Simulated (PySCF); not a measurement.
Some computed properties have been withheld. Give your best values.

Compound: C2H10OSi4.
Geometry (GFN2-xTB, Å), atoms numbered from 1 in this order:
```xyz
17
C2H10OSi4 angstrom
C      2.0335   -1.7286   -2.2386
C      1.9411   -1.5190   -1.0585
Si     1.7763   -1.1917    0.7593
O      0.2585   -0.7277    1.0650
Si    -1.0851    0.1926    0.8557
Si    -0.4863    2.3638    1.4019
Si    -1.8866   -0.2618   -1.2688
H      2.1227   -1.9166   -3.2707
H      1.9566   -2.4202    1.5283
H      2.6665   -0.0890    1.1309
H     -1.9460   -0.3948    1.9045
H     -0.0206    2.5738    2.7794
H     -1.6324    3.2634    1.2247
H      0.5870    2.8954    0.5502
H     -0.9571    0.1532   -2.3273
H     -2.2053   -1.6678   -1.5462
H     -3.1298    0.4870   -1.4996
```

```csv
property,level,value
point group of the GFN2-xTB geometry,GFN2-xTB,?
"rotational constants A, B, C of the GFN2-xTB geometry",GFN2-xTB,?
dipole moment,wB97X-D/def2-SVPD,?
HOMO energy,wB97X-D/def2-SVPD,?
LUMO energy,wB97X-D/def2-SVPD,?
lowest singlet excitation,TDDFT wB97X-D/def2-SVPD,"5.83 eV (213 nm, f = 0.037)"
strongest line among the 8 lowest singlet transitions,TDDFT wB97X-D/def2-SVPD,"S6 at 6.53 eV (190 nm, f = 0.109)"
lowest triplet excitation (Tamm–Dancoff),TDA wB97X-D/def2-SVPD,5.13 eV
static isotropic polarisability,wB97X-D/def2-SVPD,?
electronic spatial extent ⟨r²⟩ about the centre of nuclear charge,wB97X-D/def2-SVPD,2032 bohr²
13C chemical shifts (computed TMS as zero) by class,GIAO PBE0/pcSseg-1,?
1H chemical shifts (computed TMS as zero) by class,GIAO PBE0/pcSseg-1,"6.31 (H11), 5.05 (H9/H10), 3.62 (H12/H13/H14/H15/H16/H17), 2.05 (H8) ppm"
"isotropic shieldings of nuclei other than C and H, by class",GIAO PBE0/pcSseg-1,"326 (O4), 359 (Si5), 404 (Si3), 468 (Si6/Si7) ppm"
```

The electronic properties come from PySCF, for the isolated species, density fitting. NMR classes are plain means over equivalent atoms (diastereotopic ones count apart unless rotation or inversion swaps them), as if these changed places fast; in this geometry the members of some classes differ.

(1) The point group of the GFN2-xTB geometry?

(2) The LUMO energy?

(3) Give the dipole moment.

(4) Give the static isotropic polarisability.

(5) What are the rotational constants A, B, C of the GFN2-xTB geometry?

(6) Give the HOMO energy.

(7) The 13C chemical shifts (computed TMS as zero) by class?

Results:

(1) C1.

(2) 0.65 eV.

(3) 0.64 D.

(4) 133.3 au.

(5) 1.345, 0.794, 0.595 GHz.

(6) -9.59 eV.

(7) 104.0 (C1), 90.6 (C2) ppm.

In atomic units the dipole is 0.25 e·bohr (1 au = 2.5417 D). The principal polarisabilities are 116.6, 126.9 and 156.3 au; their mean is the isotropic value. In wavenumbers S1 is 47000 cm⁻¹ (1 eV = 8065.54 cm⁻¹). The largest Löwdin shares of the HOMO are 0.23 on Si5, 0.19 on O4, 0.19 on Si6 and 0.17 on Si7. With B = h/(8π²I), that is 505.379 GHz u Å² over I, the principal moments of inertia are 375.7, 636.6 and 849.8 u Å² (most abundant isotopes); the inertial defect Ic − Ia − Ib is -162.5 u Å² (zero for a rigid planar frame, negative otherwise). The vertical singlet–triplet gap S1 − T1 is 0.70 eV (TDDFT singlet less Tamm–Dancoff triplet).

One conformer stands for the species.
